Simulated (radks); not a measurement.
Numerical settings for neutral ytterbium, [Xe] 4f14 6s2. Method: scalar-relativistic Kohn-Sham, PBE, spin-polarised, spherical densities, point nucleus; computed with a radial shooting solver on a logarithmic mesh with Libxc functionals. The defaults (mesh step 0.008 in ln r, mesh end at 40 bohr or more with all orbitals vanishing there, Anderson mixing 0.5 over 9 steps, residual threshold near 1e-9 with the energy settled to 1e-9 hartree or 1e-11 of itself, here a cap of 78 iterations) give E = -14059.8048 hartree and 4f at -3.018 eV in 36 iterations. Run on one thread of a shared host, so times are rough (Arm Neoverse V1): 0.8 s of CPU time, 0.8 s wall, 36 iterations on 2728 mesh points. Changes against that run (0 stands for a change within the tolerance of the run):

setting                    iterations         converged  E (mhartree)  e(4f) (meV)  CPU (s)
mesh step in ln r 0.2               4                no      diverged            -     0.01
mesh step in ln r 0.05             36               yes       -0.0623      -0.0366     0.17
mesh step in ln r 0.005            33               yes             0            0      1.2
mesh end (bohr) 12                 19               yes        +0.259        +25.4     0.38
mesh end (bohr) 5                  17  level above zero          +247    +3.81e+03     0.31
residual threshold 1e-16           78                no             0            0      1.1
residual threshold 0.001           30               yes             0       +0.708     0.69
mixing 2.5                         30               yes             0            0     0.63
linear mixing, mixing 0.8          78                no     +1.95e+05    +3.02e+03      3.3
linear mixing, mixing 0.2          78                no             0            0      1.2
mixing history 2                   37               yes             0            0     0.66
iteration cap 2                     2                no          +816    -1.95e+04     0.07

Settled on a wrong energy, with an occupied level pushed above zero by the early mesh end: mesh end (bohr) 5 (+0.247 hartree). Apart from these: no run marked as converged misses the energy by more than 1 mhartree. A mesh that ends early acts as a hard wall.
